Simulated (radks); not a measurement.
Results of a calculation; reference values are marked as such.
Task: Rb2.5+, configuration [Ar] 3d10 4s1.5 4p5 (fractional occupations, a model configuration). Level of theory: Dirac Kohn-Sham, LDA (Slater exchange, Perdew-Wang correlation), spin-unpolarised, spherical densities, point nucleus; open shells are shared between the two j in proportion to 2j + 1 (a radial shooting solver on a logarithmic mesh with Libxc functionals). Some entries of the table are withheld. Estimate them.

| orbital | occ. | eigenvalue (hartree) | <r> (bohr) |
|---|---|---|---|
| 1s1/2 | 2 | -552.4654 | 0.04034 |
| 2s1/2 | 2 | (1) | 0.1778 |
| 2p1/2 | 2 | -67.92347 | 0.1524 |
| 2p3/2 | 4 | -65.69366 | 0.1565 |
| 3s1/2 | 2 | -11.95383 | 0.5112 |
| 3p1/2 | 2 | -9.51910 | 0.5119 |
| 3p3/2 | 4 | -9.18291 | 0.5225 |
| 3d3/2 | 4 | (2) | (3) |
| 3d5/2 | 6 | (4) | (5) |
| 4s1/2 | 1.5 | (6) | 1.402 |
| 4p1/2 | 1.66667 | -1.51931 | (7) |
| 4p3/2 | 3.33333 | -1.48035 | (8) |

Result: 
(1) 2s1/2 eigenvalue (hartree): -74.71561
(2) 3d3/2 eigenvalue (hartree): -4.90419
(3) 3d3/2 <r> (bohr): 0.5222
(4) 3d5/2 eigenvalue (hartree): -4.84697
(5) 3d5/2 <r> (bohr): 0.5260
(6) 4s1/2 eigenvalue (hartree): -2.11838
(7) 4p1/2 <r> (bohr): 1.577
(8) 4p3/2 <r> (bohr): 1.606
